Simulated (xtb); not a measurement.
Mo(NH)2(Cl)(Br) (BrClH₂MoN₂), SMILES [NH]=[Mo](=[NH])([Cl])[Br], multiplicity 1. All values are semi-empirical tight-binding results from xtb (GFN2-xTB unless named), good for trends rather than for accurate numbers. Geometry: GFN2-xTB. The multiplicity is an assumed one; no other spin state was optimised. The structure was generated by enumeration; whether it is a known compound was not checked.

For metal compounds this method's bond lengths and energies can be far off.

The point group as xtb finds it is Cs. The orbital gap is 2.42 eV and the zero-point energy comes out as 18.2 kcal/mol. The G − E(el) at 298.15 K (modified RRHO) is -3.1 kcal/mol.
